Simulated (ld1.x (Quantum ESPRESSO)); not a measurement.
**Logarithmic derivatives: Fe, ultrasoft**

- Element: iron
- Generator: ld1.x (Quantum ESPRESSO) 7.5
- Type: ultrasoft
- Functional: LDA (PZ)
- Relativity: fully relativistic
- Frozen core: [Ar]
- Valence charge: 8
- Reference configuration: 3d6 4s2 4p0
- Partial waves: 4s (bound): rcut 2.00, rcutus 2.50 bohr; 4s channel at 0.1 Ry: rcut 2.00, rcutus 2.50 bohr; 4p (bound, empty): rcut 2.75, rcutus 3.55 bohr; 4p channel at 0.5 Ry: rcut 2.75, rcutus 3.55 bohr; 3d (bound): rcut 1.75, rcutus 2.00 bohr; 3d channel at 0.35 Ry: rcut 1.75, rcutus 2.00 bohr
- Local potential: all-electron potential smoothed inside 2.30 bohr (lloc = -2)
- Core correction: none
- Augmentation charge: built from norm-conserving waves at rcut, not smoothed further

Open shells are filled in proportion to 2j + 1 (rel_dist='average').

The phase is arctan(r·u′/u) with u = r·R(r), unwrapped; energies in Ry, scanned from -3 to 5 Ry. A pole is an energy at which the radial function vanishes at the test radius. The pseudo phase is shifted by a multiple of π to meet the all-electron one at the reference energy, and phase errors are pseudo minus all-electron; the curves can meet again beyond the range given. Levels narrower than the energy grid can be missing from the lists of poles.

| channel | radius (bohr) | reference energy (Ry) | poles, all-electron | poles, pseudo | unbroken range about the reference energy with phases within 0.05 rad | phase error 1 Ry above the reference energy (rad) |
| --- | --- | --- | --- | --- | --- | --- |
| s | 3.85 | -0.40 | -0.06, 3.11 | -0.06, 3.13 | below 4.8 | +0.000 |
| p1/2 | 3.85 | -0.11 | 0.52, 3.76 | 0.52, 3.32 | below 1.7 | -0.000 |
| p3/2 | 3.85 | -0.10 | 0.54, 3.79 | 0.54, 3.35 | below 1.7 | -0.000 |
| d3/2 | 3.85 | -0.58 | -0.56, 1.60, 4.95 | -0.56, 2.24 | below 0.2 | +0.322 |
| d5/2 | 3.85 | -0.57 | -0.55, 1.61, 4.96 | -0.55, 2.24 | below 0.2 | +0.336 |

A Bessel basis up to 400 Ry misses an occupied level by 0.19 Ry, so cutoffs and ghosts were not judged.

Phases in the d5/2 channel:

```json
{"E (Ry)": "-3.00", "all-electron": "1.423", "pseudo": "1.423"}
{"E (Ry)": "-2.76", "all-electron": "1.417", "pseudo": "1.417"}
{"E (Ry)": "-2.52", "all-electron": "1.410", "pseudo": "1.410"}
{"E (Ry)": "-2.28", "all-electron": "1.402", "pseudo": "1.402"}
{"E (Ry)": "-2.04", "all-electron": "1.393", "pseudo": "1.393"}
{"E (Ry)": "-1.80", "all-electron": "1.381", "pseudo": "1.382"}
{"E (Ry)": "-1.56", "all-electron": "1.368", "pseudo": "1.369"}
{"E (Ry)": "-1.32", "all-electron": "1.351", "pseudo": "1.352"}
{"E (Ry)": "-1.08", "all-electron": "1.327", "pseudo": "1.329"}
{"E (Ry)": "-0.84", "all-electron": "1.289", "pseudo": "1.292"}
{"E (Ry)": "-0.60", "all-electron": "0.955", "pseudo": "0.964"}
{"E (Ry)": "-0.36", "all-electron": "-1.864", "pseudo": "-1.856"}
{"E (Ry)": "-0.12", "all-electron": "-1.960", "pseudo": "-1.942"}
{"E (Ry)": "0.12", "all-electron": "-2.112", "pseudo": "-2.079"}
{"E (Ry)": "0.36", "all-electron": "-2.485", "pseudo": "-2.254"}
{"E (Ry)": "0.60", "all-electron": "-3.492", "pseudo": "-2.838"}
{"E (Ry)": "0.84", "all-electron": "-4.246", "pseudo": "-3.793"}
{"E (Ry)": "1.08", "all-electron": "-4.505", "pseudo": "-4.277"}
{"E (Ry)": "1.32", "all-electron": "-4.625", "pseudo": "-4.474"}
{"E (Ry)": "1.56", "all-electron": "-4.700", "pseudo": "-4.575"}
{"E (Ry)": "1.80", "all-electron": "-4.758", "pseudo": "-4.638"}
{"E (Ry)": "2.04", "all-electron": "-4.813", "pseudo": "-4.682"}
{"E (Ry)": "2.28", "all-electron": "-4.877", "pseudo": "-4.718"}
{"E (Ry)": "2.52", "all-electron": "-4.972", "pseudo": "-4.748"}
{"E (Ry)": "2.76", "all-electron": "-5.162", "pseudo": "-4.776"}
{"E (Ry)": "3.00", "all-electron": "-5.775", "pseudo": "-4.805"}
{"E (Ry)": "3.24", "all-electron": "-7.054", "pseudo": "-4.837"}
{"E (Ry)": "3.48", "all-electron": "-7.495", "pseudo": "-4.875"}
{"E (Ry)": "3.72", "all-electron": "-7.645", "pseudo": "-4.926"}
{"E (Ry)": "3.96", "all-electron": "-7.720", "pseudo": "-5.002"}
{"E (Ry)": "4.20", "all-electron": "-7.767", "pseudo": "-5.137"}
{"E (Ry)": "4.44", "all-electron": "-7.801", "pseudo": "-5.437"}
{"E (Ry)": "4.68", "all-electron": "-7.828", "pseudo": "-6.226"}
{"E (Ry)": "4.92", "all-electron": "-7.851", "pseudo": "-7.088"}
```
